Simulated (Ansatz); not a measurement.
C3H7Al (`[CH3][Al]1[CH2][CH2]1`). Total charge 0; spin multiplicity 1.

Z-matrix (Å, degrees):
```
C
Al 1 1.943
H 1 1.092 2 111.9
H 1 1.092 2 111.7 3 -122.3
H 1 1.095 2 109.4 3 119.0
C 2 1.905 1 155.2 3 154.7
C 2 1.905 1 155.4 3 -29.0
H 6 1.089 2 122.7 1 73.8
H 6 1.089 2 122.4 1 -77.8
H 7 1.089 2 122.4 1 -73.7
H 7 1.089 2 122.7 1 77.8
```

**Question.** Give the diagnostics of a CCSD(T)/def2-TZVPP run (frozen core, Ansatz 0.2.0). (An estimate is asked.)

**Answer.** The calculation gave: T1 = 0.0101, largest single amplitude 0.012, largest double 0.028, (T) share of the correlation energy 4.0 %, 9 CCSD cycles. The RHF solution is stable towards an unrestricted one. T1 lies under the customary mark of 0.02 for closed shells.
